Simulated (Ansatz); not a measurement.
Basis-set extrapolation for C$_{2}$H$_{8}$AlB, SMILES `C[B](C)[AlH2]` (PBE0-D4/def2-TZVP geometry, frozen core, Ansatz 0.2.0). Multiplicity 1, RHF reference.

|  | def2-TZVPP | def2-QZVPP |
| --- | --- | --- |
| HF | -347.009823 | -347.021933 |
| MP2 correlation | -0.536175 | -0.570513 |
| CCSD(T) correlation | -0.613729 | not run |

Energies in hartree. Use E(X) = E(∞) + A·exp(−7.88·√X) for Hartree–Fock and E(X) = E(∞) + B·X^(−2.97) for correlation, with X = 3 and 4, and add CCSD(T) minus MP2 of the smaller set to the MP2 limit.

Problem. What is the CCSD(T) energy at the basis-set limit?

Solution. HF limit: -347.021933 + (-0.012110) × 0.13774 = -347.02360. MP2 limit: -0.570513 + (-0.034338) × 0.74074 = -0.59595. Higher-order term: -0.613729 − (-0.536175) = -0.07755. Total: -347.69710 hartree, 193.1 kJ/mol below CCSD(T)/def2-TZVPP.
